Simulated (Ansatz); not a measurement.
`F[SiH2]P[SiH3]` + H₂O → `O[SiH2]F` + `[SiH3]P` at 600 K and 1 bar (formal hydrolysis of the Si–P bond).

Calculated with Ansatz (gas phase, PBE0-D4/def2-TZVP geometries, no zero-point term in ΔE). CCSD(T)/CBS adds triple-zeta CCSD(T) − MP2 to the extrapolated MP2 energy (def2 sets, frozen cores). This one scheme is used for every species. Each species was taken in one conformer, which may not be the lowest.

```tsv
species	CCSD(T)/CBS energy (Eh)	H − E (kJ/mol)	S (J/(mol·K))
`F[SiH2]P[SiH3]`	-1022.56126	209.4	463.1
H₂O	-76.37941	76.8	212.8
`O[SiH2]F`	-465.96250	127.7	331.4
`[SiH3]P`	-633.00997	151.6	340.7
```

H − E and S are ideal-gas, rigid-rotor, harmonic terms from PBE0-D4/def2-TZVP, for one conformer and one mirror image of each species. 1 Eh = 2625.50 kJ/mol, R = 8.31446 J/(mol·K).

Problem. By hand: ΔE, ΔH, ΔS and ΔG.

Solution. ΔE = (-465.96250) + (-633.00997) − (-1022.56126) − (-76.37941) = -0.03180 Eh = -83.5 kJ/mol. Δ(H − E) = 127.7 + 151.6 − 209.4 − 76.8 = -6.9, so ΔH = -90.4 kJ/mol. ΔS = 331.4 + 340.7 − 463.1 − 212.8 = -3.8 J/(mol·K). ΔG = -90.4 − 600 × (-3.8)/1000 = -88.1 kJ/mol.

Problem. By hand: the equilibrium constant, and the temperature at which ΔG would vanish if ΔH and ΔS stayed fixed.

Solution. log₁₀ K = −ΔG/(RT ln 10) = 7.7. ΔG = 0 at ΔH/ΔS = 23789 K, far beyond where these terms or the molecules hold.

The number of gas molecules stays the same, so ΔS is small and ΔH decides. A doubt of 5 kJ/mol in ΔE shifts log₁₀ K by 0.4 here. Other conformers and mirror images would add mixing entropy, several J/(mol·K) or more a flexible species. Modes under 60 cm⁻¹, often nearly free rotors, make the harmonic entropy too high. These are equilibria of isolated gas molecules and say nothing of rates. Largest T1 diagnostic: 0.013 (customary marks: 0.02 for closed shells, 0.045 for open ones).
